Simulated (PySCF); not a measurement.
# Radiative rates from a computed spectrum

Compound: C6H5F3O.
Z-matrix (Å and degrees, PBE0-D3(BJ)/def2-SVP geometry), rows numbered from 1:
```
F 
C   1  1.3327
F   2  1.3393  1  107.50
F   2  1.3374  1  107.51  3   115.14
C   2  1.5115  1  112.06  3  -122.99
C   5  1.4912  2  113.53  1    58.72
C   6  1.4354  5  127.64  2    66.31
C   7  1.3611  6  105.92  5  -179.75
O   8  1.3479  7  110.50  6    -0.11
C   9  1.3450  8  107.46  7     0.17
H   5  1.0993  2  107.03  1   -63.94
H   5  1.1013  2  106.59  1  -178.46
H   7  1.0875  6  127.12  5    -0.44
H   8  1.0870  7  133.24  6   179.87
H  10  1.0874  6  132.72  5    -0.35
```

Theory: PySCF 2.14.0, density-fitted response routines, TDDFT CAM-B3LYP/def2-SVPD, vertical, gas phase, core orbitals frozen in the response.

A / s⁻¹ = 0.6670 f (ν̃ / cm⁻¹)² and τ = 1/A in vacuum; |μ| follows from f = (2/3) ΔE |μ|² (atomic units, 1 au = 2.5417 D); ∫σ dE = 109.76 f Mb·eV.

The rates are for emission to S0 at the absorption energy, with no other channel.

Energies and rates of the computed singlets with f of 0.002 or more:

| state | λ (nm) | A (s⁻¹) |
| --- | --- | --- |
| S1 | 197.2 | 2.52×10⁸ |
| S2 | 185.2 | 1.12×10⁷ |
| S3 | 179.7 | 5.56×10⁶ |
| S4 | 170.8 | 7.17×10⁷ |
| S5 | 163.1 | 1.23×10⁸ |
| S6 | 158.2 | 4.11×10⁷ |
| S7 | 154.0 | 8.32×10⁸ |
| S8 | 153.4 | 1.45×10⁸ |
| S9 | 151.5 | 7.45×10⁷ |
| S10 | 148.9 | 2.77×10⁸ |

Q: Which f and |μ| stand behind these rates?

A: f = A / (0.6670 ν̃²), and |μ| follows from f:

```csv
state,f,|μ| (D),τ,"main configurations (H = HOMO, L = LUMO)"
S1,0.147,2.48,4 ns,H→L (95%)
S2,0.0058,0.48,89 ns,"H→L+1 (77%), H→L+2 (10%)"
S3,0.0027,0.32,180 ns,"H-1→L (38%), H→L+2 (27%), H→L+4 (16%)"
S4,0.031,1.07,14 ns,"H→L+2 (42%), H→L+3 (29%), H→L+1 (9%)"
S5,0.049,1.31,8.1 ns,"H→L+3 (51%), H→L+2 (11%), H→L+5 (9%)"
S6,0.015,0.72,24 ns,"H→L+7 (51%), H→L+6 (17%), H→L+5 (10%)"
S7,0.296,3.11,1.2 ns,"H→L+4 (38%), H-1→L (30%)"
S8,0.051,1.29,6.9 ns,"H-1→L+1 (57%), H→L+4 (12%)"
S9,0.026,0.91,13 ns,"H→L+6 (46%), H→L+7 (18%)"
S10,0.092,1.71,3.6 ns,"H→L+5 (35%), H-1→L+2 (19%), H→L+9 (10%)"
```

Q: By what factor does the largest A in the list exceed the smallest?

A: S7 has 150 times the rate of S3.

Q: Suppose S1 emitted 0.3 eV lower with the same transition dipole. How would A change?

A: At fixed |μ|, A goes as the cube of the energy: (5.99/6.29)³ = 0.86, which makes τ about 4.6 ns.

Q: How much energy does a mole of photons resonant with S7 carry?

A: 8.053 eV × 96.485 = 777 kJ/mol (186 kcal/mol).

The vertical ionisation energy (ΔSCF) is 9.08 eV, 0.75 eV above S10.

Hardware: Arm Neoverse V2, one thread, on a shared host. Cost: 2.3 min.

One conformer stands for the species.
